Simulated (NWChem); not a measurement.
System: SeCl$_{4}$; SMILES Cl[Se](Cl)(Cl)Cl

NWChem input:

```
start job
memory heap 200 mb stack 900 mb global 1100 mb
geometry units angstroms noautoz
  Se     0.000000     0.000000     0.373831
  Cl     1.720975     0.000000    -1.024115
  Cl     0.000000     2.343347     0.615945
  Cl    -1.720975     0.000000    -1.024115
  Cl     0.000000    -2.343347     0.615945
end
basis spherical
  Se library def2-svp
  Cl library def2-svp
end
dft
  xc xpbe96 cpbe96
  iterations 150
  mulliken
end
task dft energy
```

Excerpt of the output:

```
             Northwest Computational Chemistry Package (NWChem) 7.3.0
             --------------------------------------------------------

 C2V symmetry detected

                             Geometry "geometry" -> ""
                             -------------------------

 Output coordinates in angstroms (scale by  1.889725989 to convert to a.u.)

  No.       Tag          Charge          X              Y              Z
 ---- ---------------- ---------- -------------- -------------- --------------
    1 Se                  34.0000     0.00000000     0.00000000     0.38527733
    2 Cl                  17.0000     1.72097500     0.00000000    -1.01266867
    3 Cl                  17.0000     0.00000000     2.34334700     0.62739133
    4 Cl                  17.0000    -1.72097500     0.00000000    -1.01266867
    5 Cl                  17.0000     0.00000000    -2.34334700     0.62739133

 Effective nuclear repulsion energy (a.u.)     795.8878860574

      Symmetry information
      --------------------

 Group name             C2v
 Group number             16
 Group order               4
 No. of unique centers     3

  pbe96 is a nonlocal functional; adding pw91lda local functional.

                                 NWChem DFT Module
                                 -----------------

 Summary of "ao basis" -> "ao basis" (spherical)
 ------------------------------------------------------------------------------
       Tag                 Description            Shells   Functions and Types
 ---------------- ------------------------------  ------  ---------------------
 Se                         def2-svp                12       32   5s4p3d
 Cl                         def2-svp                 8       18   4s3p1d

      Symmetry analysis of basis
      --------------------------

        a1         41
        a2         13
        b1         25
        b2         25

            General Information
            -------------------
          SCF calculation type: DFT
          Wavefunction type:  closed shell.
          No. of atoms     :     5
          No. of electrons :   102
           Alpha electrons :    51
            Beta electrons :    51
          Charge           :     0
          Spin multiplicity:     1
          Use of symmetry is: on ; symmetry adaption is: on
          Maximum number of iterations: 150
          AO basis - number of functions:   104
                     number of shells:    44
          Convergence on energy requested:  1.00D-06
          Convergence on density requested:  1.00D-05
          Convergence on gradient requested:  5.00D-04

              XC Information
              --------------
          PerdewBurkeErnzerhof Exchange Functional  1.000
            Perdew 1991 LDA Correlation Functional  1.000 local
           PerdewBurkeErnz. Correlation Functional  1.000 non-local

             Grid Information
             ----------------
          Grid used for XC integration:  medium
          Radial quadrature: Mura-Knowles
          Angular quadrature: Lebedev.
          Tag              B.-S. Rad. Rad. Pts. Rad. Cut. Ang. Pts.
          ---              ---------- --------- --------- ---------
          Se                  1.15      112           7.0       590
          Cl                  1.00       88          11.0       590
          Grid pruning is: on
          Number of quadrature shells:   288
          Spatial weights used:  Erf1

      Superposition of Atomic Density Guess
      -------------------------------------

 Sum of atomic energies:       -4236.80586203

      Non-variational initial energy
      ------------------------------

 Total energy =   -4237.120982
 1-e energy   =   -7473.836456
 2-e energy   =    2440.827588
 HOMO         =      -0.308617
 LUMO         =      -0.057886

      Symmetry analysis of molecular orbitals - initial
      -------------------------------------------------

  Numbering of irreducible representations:

     1 a1          2 a2          3 b1          4 b2

  Orbital symmetries:

     1 a1          2 a1          3 b1          4 b2          5 a1
     6 a1          7 b2          8 b1          9 a1         10 b1
    11 a1         12 b2         13 a1         14 a1         15 a1
    16 b1         17 b2         18 b1         19 a1         20 a2
    21 b2         22 a1         23 b1         24 a1         25 a2
    26 b2         27 b1         28 b2         29 a1         30 a1
    31 b1         32 a2         33 a1         34 b2         35 a1
    36 b1         37 b2         38 a1         39 a1         40 b2
    41 b1         42 a1         43 a2         44 b2         45 a1
    46 a1         47 b1         48 b1         49 b2         50 a2
    51 a1         52 a1         53 b1         54 b2         55 a1
    56 a2         57 b2         58 b1         59 a1         60 a1
    61 b2

     ---------------------------------------------
      Total Density - Mulliken Population Analysis
     ---------------------------------------------

    Atom       Charge   Shell Charges
 -----------   ------   -------------------------------------------------------
    1 Se  34    32.20   2.00  2.00  2.00  1.40  0.48  6.00  5.98  0.96  1.22  8.21  1.75  0.21
    2 Cl  17    17.30   2.00  1.99  1.23  0.72  5.94  2.09  3.31  0.01
    3 Cl  17    17.60   2.00  1.99  1.24  0.73  5.94  2.19  3.50  0.01
    4 Cl  17    17.30   2.00  1.99  1.23  0.72  5.94  2.09  3.31  0.01
    5 Cl  17    17.60   2.00  1.99  1.24  0.73  5.94  2.19  3.50  0.01

   convergence    iter        energy       DeltaE   RMS-Dens  Diis-err
 ---------------- ----- ----------------- --------- --------- ---------
 d= 0,ls=0.0,diis     1  -4240.0968583304 -5.04D+03  5.17D-02  1.82D+00
 d= 0,ls=0.0,diis     2  -4236.9494981525  3.15D+00  4.54D-02  1.71D+01
 d= 0,ls=0.0,diis     3  -4240.1223886639 -3.17D+00  1.76D-02  1.35D+00
 d= 0,ls=0.0,diis     4  -4240.3163229811 -1.94D-01  6.87D-03  3.06D-01
 d= 0,ls=0.0,diis     5  -4240.3638269402 -4.75D-02  1.37D-03  1.25D-02
  Resetting Diis
 d= 0,ls=0.0,diis     6  -4240.3653172726 -1.49D-03  2.84D-04  5.92D-04
 d= 0,ls=0.0,diis     7  -4240.3653867006 -6.94D-05  2.47D-04  7.88D-05
 d= 0,ls=0.0,diis     8  -4240.3653454277  4.13D-05  1.85D-04  3.28D-04
 d= 0,ls=0.0,diis     9  -4240.3653975064 -5.21D-05  3.80D-05  2.12D-05
 d= 0,ls=0.0,diis    10  -4240.3653999822 -2.48D-06  6.01D-06  1.80D-07
 d= 0,ls=0.0,diis    11  -4240.3654000108 -2.86D-08  1.71D-06  1.32D-08

         Total DFT energy =    -4240.365400010807
      One electron energy =    -7468.853241102235
           Coulomb energy =     2631.604057529639
    Exchange-Corr. energy =     -199.004102495609
 Nuclear repulsion energy =      795.887886057398

 Numeric. integr. density =      101.999999326196

                  Occupations of the irreducible representations
                  ----------------------------------------------

                     irrep           alpha         beta
                     --------     --------     --------
                     a1               22.0         22.0
                     a2                5.0          5.0
                     b1               12.0         12.0
                     b2               12.0         12.0

                       DFT Final Molecular Orbital Analysis
                       ------------------------------------

 Vector   49  Occ=2.000000D+00  E=-2.723811D-01  Symmetry=b2
              MO Center= -6.7D-15,  8.9D-14,  3.9D-01, r^2= 6.5D+00
   Bfn.  Coefficient  Atom+Function         Bfn.  Coefficient  Atom+Function
  ----- ------------  ---------------      ----- ------------  ---------------
    63      0.434542  3 Cl pz                99     -0.434542  5 Cl pz
    60      0.315143  3 Cl pz                96     -0.315143  5 Cl pz
    57      0.184537  3 Cl pz                93     -0.184537  5 Cl pz
    44      0.179668  2 Cl py                80      0.179668  4 Cl py
    41      0.148645  2 Cl py                77      0.148645  4 Cl py

 Vector   50  Occ=2.000000D+00  E=-2.702967D-01  Symmetry=a2
              MO Center=  4.0D-16,  4.9D-14,  3.6D-01, r^2= 6.5D+00
   Bfn.  Coefficient  Atom+Function         Bfn.  Coefficient  Atom+Function
  ----- ------------  ---------------      ----- ------------  ---------------
    61      0.429871  3 Cl px                97     -0.429871  5 Cl px
    58      0.313263  3 Cl px                94     -0.313263  5 Cl px
    44     -0.191015  2 Cl py                80      0.191015  4 Cl py
    55      0.183175  3 Cl px                91     -0.183175  5 Cl px
    41     -0.159005  2 Cl py                77      0.159005  4 Cl py

 Vector   51  Occ=2.000000D+00  E=-2.596000D-01  Symmetry=a1
              MO Center=  9.6D-16, -2.6D-15,  4.8D-01, r^2= 6.4D+00
   Bfn.  Coefficient  Atom+Function         Bfn.  Coefficient  Atom+Function
  ----- ------------  ---------------      ----- ------------  ---------------
     4      0.375649  1 Se s                 62      0.369277  3 Cl py
    98     -0.369277  5 Cl py                59      0.264564  3 Cl py
    95     -0.264564  5 Cl py                63     -0.257170  3 Cl pz
    99     -0.257170  5 Cl pz                 3     -0.215262  1 Se s
    60     -0.187944  3 Cl pz                96     -0.187944  5 Cl pz

 Vector   52  Occ=0.000000D+00  E=-1.785700D-01  Symmetry=a1
              MO Center= -6.0D-14, -5.3D-16, -2.2D-01, r^2= 3.9D+00
   Bfn.  Coefficient  Atom+Function         Bfn.  Coefficient  Atom+Function
  ----- ------------  ---------------      ----- ------------  ---------------
    17      0.578260  1 Se pz                14      0.467907  1 Se pz
    43     -0.413029  2 Cl px                79      0.413029  4 Cl px
     4     -0.382869  1 Se s                 11     -0.265983  1 Se pz
    40     -0.235379  2 Cl px                76      0.235379  4 Cl px
     3      0.199199  1 Se s                 36      0.180169  2 Cl s

 Vector   53  Occ=0.000000D+00  E=-1.670615D-01  Symmetry=b1
              MO Center=  7.3D-14, -4.4D-15,  8.8D-03, r^2= 3.7D+00
   Bfn.  Coefficient  Atom+Function         Bfn.  Coefficient  Atom+Function
  ----- ------------  ---------------      ----- ------------  ---------------
    15      0.663396  1 Se px                12      0.504985  1 Se px
    45     -0.351710  2 Cl pz                81      0.351710  4 Cl pz
     9     -0.289776  1 Se px                43      0.226573  2 Cl px
    79      0.226573  4 Cl px                42     -0.203386  2 Cl pz
    78      0.203386  4 Cl pz                36     -0.180485  2 Cl s

 Vector   54  Occ=0.000000D+00  E=-1.150235D-01  Symmetry=b2
              MO Center=  1.2D-16,  1.3D-14,  4.1D-01, r^2= 4.6D+00
   Bfn.  Coefficient  Atom+Function         Bfn.  Coefficient  Atom+Function
  ----- ------------  ---------------      ----- ------------  ---------------
    16      0.689645  1 Se py                13      0.536357  1 Se py
    62      0.496051  3 Cl py                98      0.496051  5 Cl py
    10     -0.302145  1 Se py                59      0.268173  3 Cl py
    95      0.268173  5 Cl py                54     -0.202274  3 Cl s
    90      0.202274  5 Cl s                 56      0.155123  3 Cl py

     ---------------------------------------------
      Total Density - Mulliken Population Analysis
     ---------------------------------------------

    Atom       Charge   Shell Charges
 -----------   ------   -------------------------------------------------------
    1 Se  34    33.38   2.00  2.00  1.99  1.68  0.24  6.00  5.97  1.61  1.56  8.17  1.77  0.40
    2 Cl  17    17.07   2.00  1.98  1.31  0.68  5.93  2.12  3.03  0.02
    3 Cl  17    17.24   2.00  1.98  1.28  0.71  5.93  2.11  3.21  0.01
    4 Cl  17    17.07   2.00  1.98  1.31  0.68  5.93  2.12  3.03  0.02
    5 Cl  17    17.24   2.00  1.98  1.28  0.71  5.93  2.11  3.21  0.01

     -------------------------------------------
      Total Density - Lowdin Population Analysis
     -------------------------------------------

    Atom       Charge   Shell Charges
 -----------   ------   -------------------------------------------------------
    1 Se  34    33.58   2.00  2.00  1.97  1.30  0.64  5.99  5.77  1.66  1.76  7.83  2.04  0.61
    2 Cl  17    17.01   2.00  1.96  1.10  0.84  5.81  2.24  3.03  0.03
    3 Cl  17    17.20   2.00  1.96  1.10  0.87  5.82  2.25  3.18  0.02
    4 Cl  17    17.01   2.00  1.96  1.10  0.84  5.81  2.24  3.03  0.03
    5 Cl  17    17.20   2.00  1.96  1.10  0.87  5.82  2.25  3.18  0.02

     Multipole analysis of the density
     ---------------------------------

     L   x y z        total         alpha         beta         nuclear
     -   - - -        -----         -----         ----         -------
     0   0 0 0      0.000000    -51.000000    -51.000000    102.000000

     1   1 0 0      0.000000      0.000000      0.000000      0.000000
     1   0 1 0     -0.000000     -0.000000     -0.000000      0.000000
     1   0 0 1     -0.021151     -0.010575     -0.010575     -0.000000

     2   2 0 0    -48.418650   -204.011821   -204.011821    359.604992
     2   1 1 0      0.000000      0.000000      0.000000      0.000000
     2   1 0 1      0.000000      0.000000      0.000000      0.000000
     2   0 2 0    -56.501537   -361.615613   -361.615613    666.729690
     2   0 1 1     -0.000000     -0.000000     -0.000000      0.000000
     2   0 0 2    -48.873285   -119.599999   -119.599999    190.326713
```

Level: PBE/def2-SVP. The geometry was optimised at PBE-D3(BJ)/def2-SVP.
